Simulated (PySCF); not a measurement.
**Ti²⁺: excitation energy**

Ti²⁺ [Ar] 3d2 (3F) → Ti²⁺ [Ar] 3d1 4s1 (3D), as a difference of total energies. Calculation: PySCF 2.14, in aug-cc-pwCVTZ (10s9p7d4f3g, 127 functions); no relativity, point nucleus. Correlated levels: valence: [Ar] frozen; valence and next inner shell: [Ne] frozen; nothing frozen. The calculations carry no spin-orbit coupling.

| method | excitation energy (cm⁻¹) |
| --- | --- |
| UHF | 38953 |
| LDA | 40577 |
| PBE | 41247 |
| PBE0 | 41920 |
| r2SCAN | 43954 |
| wB97X-V | 42451 |
| wB97M-V | 41969 |
| BP86 | 41762 |
| MP2 (valence) | 39315 |
| SCS-MP2 (valence) | 39074 |
| MP2 (valence and next inner shell) | 39120 |
| SCS-MP2 (valence and next inner shell) | 39386 |
| MP2 (all electrons) | 39213 |
| SCS-MP2 (all electrons) | 39428 |

A first-order spin-orbit estimate (lowest level to lowest level, LS coupling) adds 0.005 eV.
